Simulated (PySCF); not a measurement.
Correlation energy of Li⁻ (lithium, charge -1)

[He] 2s2, closed-shell 1S. All numbers are calculated (PySCF 2.14, the non-relativistic Hamiltonian (point nucleus), in aug-cc-pCVQZ). Frozen: 1s2; 2 electrons correlated.

With two correlated electrons CCSD is exact within the correlated space (frozen core and kept virtual orbitals).

```csv
level,correlation energy (mhartree)
CCSD,-27.19
```

Diagnostics: T1 = 0.056, D1 = 0.0791, largest double amplitude 0.121.

T1 exceeds 0.03, a sign that the reference determinant is poor.

Cost of the coupled-cluster step: about 10 core-seconds, for 2 correlated electrons.

Iterations:

```
CC2 = 0
CCSD nocc = 1, nmo = 108
frozen orbitals [0]
max_cycle = 100
direct = 0
conv_tol = 1e-08
conv_tol_normt = 1e-06
diis_space = 8
diis_start_cycle = 0
Init t2, MP2 energy = -7.44617694973081  E_corr(MP2) -0.0179920811228788
Init E_corr(CCSD) = -0.0179920811262928
cycle = 1  E_corr(CCSD) = -0.0209424607966347  dE = -0.00295037967  norm(t1,t2) = 0.0714818
cycle = 2  E_corr(CCSD) = -0.0236929732551281  dE = -0.00275051246  norm(t1,t2) = 0.0421378
cycle = 3  E_corr(CCSD) = -0.0265617853250723  dE = -0.00286881207  norm(t1,t2) = 0.0265647
cycle = 4  E_corr(CCSD) = -0.0271610795104075  dE = -0.000599294185  norm(t1,t2) = 0.00704457
cycle = 5  E_corr(CCSD) = -0.02716929912854  dE = -8.21961813e-06  norm(t1,t2) = 0.00394465
cycle = 6  E_corr(CCSD) = -0.0272394813263396  dE = -7.01821978e-05  norm(t1,t2) = 0.00150631
cycle = 7  E_corr(CCSD) = -0.027174555418428  dE = 6.49259079e-05  norm(t1,t2) = 0.000554458
cycle = 8  E_corr(CCSD) = -0.0271852719496267  dE = -1.07165312e-05  norm(t1,t2) = 0.000240681
cycle = 9  E_corr(CCSD) = -0.0271921575962775  dE = -6.88564665e-06  norm(t1,t2) = 7.06266e-05
cycle = 10  E_corr(CCSD) = -0.0271889108233551  dE = 3.24677292e-06  norm(t1,t2) = 2.73219e-05
cycle = 11  E_corr(CCSD) = -0.0271890262374293  dE = -1.15414074e-07  norm(t1,t2) = 5.2968e-06
cycle = 12  E_corr(CCSD) = -0.0271890166102092  dE = 9.62722011e-09  norm(t1,t2) = 2.23592e-06
cycle = 13  E_corr(CCSD) = -0.0271890128462567  dE = 3.76395257e-09  norm(t1,t2) = 4.56118e-07
CCSD converged
E(CCSD) = -7.455373881454186  E_corr = -0.02718901284625665
```
